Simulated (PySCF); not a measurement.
C₃H₅BN₂O, SMILES CB(O)/C=N\C#N. Atoms are numbered in the order given.

```xyz
12

C     -1.5889    -0.6967     0.0000
B     -0.1144    -1.2028     0.0000
O      0.1387    -2.5308     0.0000
C      1.1658    -0.2352     0.0000
N      1.2158     1.0471     0.0000
C      0.1513     1.8410     0.0000
N     -0.6827     2.6548     0.0000
H     -1.7894    -0.0542     0.8738
H     -2.3023    -1.5325     0.0000
H     -1.7894    -0.0542    -0.8738
H      1.0746    -2.7616     0.0000
H      2.1681    -0.7049     0.0000
```

The structure is a stationary point at PBE0-D3(BJ)/def2-SVP. The structure was generated by enumeration; whether it is a known compound was not checked. Other conformers were not sampled.

Computed with PBE/def2-TZVP in PySCF.

The molecule is in vacuum.

| Item | Result |
|---|---|
| total energy | -326.65165 hartree |
| point group | Cs |
| highest occupied level | -6.56 eV |
| lowest empty level | -3.97 eV |
| orbital gap | 2.59 eV |
| dipole moment | 4.68 D |
| quadrupole, principal values (traceless, Buckingham form, about the centre of nuclear charge) | -11.12, 4.96, 6.16 D·Å |
| mean static polarisability | 67.8 bohr³ (10.05 Å³) |
| polarisability, principal values | 41.9, 62.7, 98.9 bohr³ |
